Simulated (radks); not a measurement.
All-electron atom: Cs+ in [Xe] (the NIST ground configuration). Calculated with a radial shooting solver on a logarithmic mesh with Libxc functionals: scalar-relativistic Kohn-Sham, r2SCAN, spin-polarised, spherical densities, finite nucleus; meta-GGA in the generalised Kohn-Sham scheme; Fermi nuclear charge, rms radius 4.8041 fm. Some entries of the table are withheld. Estimate them.

orbital  occ.  eigenvalue (eV)  <1/r> (bohr^-1)
1s          2        -35864.21            59.39
2s          2        -5648.027            13.66
2p          6        -5063.929            13.00
3s          2        -1185.308            4.933
3p          6              (1)            4.676
3d         10        -718.9213            4.422
4s          2        -230.5162            2.011
4p          6              (2)            1.850
4d         10         -80.9051            1.582
5s          2         -32.7314           0.7475
5p          6         -19.0967           0.6253

Answer. 
(1) 3p eigenvalue (eV): -996.1727
(2) 4p eigenvalue (eV): -169.7128
